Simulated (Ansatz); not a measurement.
Consider the formal exchange of groups at the Si–S bond: `[SiH3][SiH2]SCS` + `CC[SiH](O)F` → `O[SiH](F)[SiH2][SiH3]` + `CCSCS`.

Gas-phase electronic energies from Ansatz, PBE0-D4/def2-TZVP geometries. CCSD(T)/CBS is the MP2 limit (def2-TZVPP, def2-QZVPP) plus CCSD(T) − MP2 in def2-TZVPP, frozen cores. Functionals use def2-TZVPP. One conformer a species, not always the lowest.

```
                species  PBE-D4 energy (Eh)
      `[SiH3][SiH2]SCS`         -1417.66564
          `CC[SiH](O)F`          -544.79900
`O[SiH](F)[SiH2][SiH3]`         -1047.34528
                `CCSCS`          -915.08205
```

Work out ΔE.

ΔE = (-1047.34528) + (-915.08205) − (-1417.66564) − (-544.79900) = 0.03731 Eh = +98.0 kJ/mol. CCSD(T)/CBS gives +108.1 kJ/mol.

Largest T1 diagnostic among the species: 0.013.

The D4 term adds +10.0 kJ/mol with B3LYP and +5.3 kJ/mol with PBE0; it sums over pairs of atoms, weighted by their polarisabilities, and B3LYP, whose exchange is more repulsive, gets the larger term. From PBE to PBE0 (25 % exact exchange), in def2-TZVPP and without D4, ΔE moves by +6.1 kJ/mol.

B3LYP here is the variant with VWN-RPA as its local correlation; programs differ in this.
